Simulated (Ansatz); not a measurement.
C2H7AlO, SMILES `CO[CH2][AlH2]`. The species carries charge 0 and has multiplicity 1. Geometry: relaxed with PBE0-D4/def2-TZVP. It is one conformer, not always the lowest.

```xyz
11

C     1.028    1.547    0.287
O    -0.145    0.782    0.312
C     0.042   -0.522   -0.194
Al   -1.634   -1.557   -0.139
H     1.409    1.663   -0.738
H     0.793    2.533    0.692
H     1.819    1.087    0.897
H     0.427   -0.489   -1.230
H     0.828   -1.053    0.375
H    -2.985   -0.938    0.412
H    -1.582   -3.053   -0.675
```

Problem. What is the dipole moment at r2SCAN/def2-TZVPP? (Best estimate.)

Solution. The calculation gave: 1.35 D, with components (1.31, 0.02, -0.32) D in this frame, pointing from negative to positive charge.

Problem. And with PBE, B3LYP, ωB97M-V? (An estimate is asked.)

Solution. Ansatz gave: PBE 1.32 D, B3LYP 1.37 D, ωB97M-V 1.38 D.

Problem. Give the Mulliken charges with r2SCAN, PBE, ωB97M-V in def2-TZVPP. (Estimate.)

Solution. Ansatz gave: 
```json
{"atom": "C1", "r2SCAN": "0.02", "PBE": "-0.13", "ωB97M-V": "-0.17"}
{"atom": "O2", "r2SCAN": "-0.32", "PBE": "-0.26", "ωB97M-V": "-0.31"}
{"atom": "C3", "r2SCAN": "-0.13", "PBE": "-0.16", "ωB97M-V": "-0.25"}
{"atom": "Al4", "r2SCAN": "0.53", "PBE": "0.39", "ωB97M-V": "0.44"}
{"atom": "H5", "r2SCAN": "0.04", "PBE": "0.07", "ωB97M-V": "0.10"}
{"atom": "H6", "r2SCAN": "0.06", "PBE": "0.10", "ωB97M-V": "0.12"}
{"atom": "H7", "r2SCAN": "0.04", "PBE": "0.07", "ωB97M-V": "0.10"}
{"atom": "H8", "r2SCAN": "0.04", "PBE": "0.07", "ωB97M-V": "0.10"}
{"atom": "H9", "r2SCAN": "0.04", "PBE": "0.07", "ωB97M-V": "0.10"}
{"atom": "H10", "r2SCAN": "-0.16", "PBE": "-0.11", "ωB97M-V": "-0.11"}
{"atom": "H11", "r2SCAN": "-0.16", "PBE": "-0.12", "ωB97M-V": "-0.12"}
```

B3LYP here is the variant with VWN-RPA as its local correlation; programs differ in this.
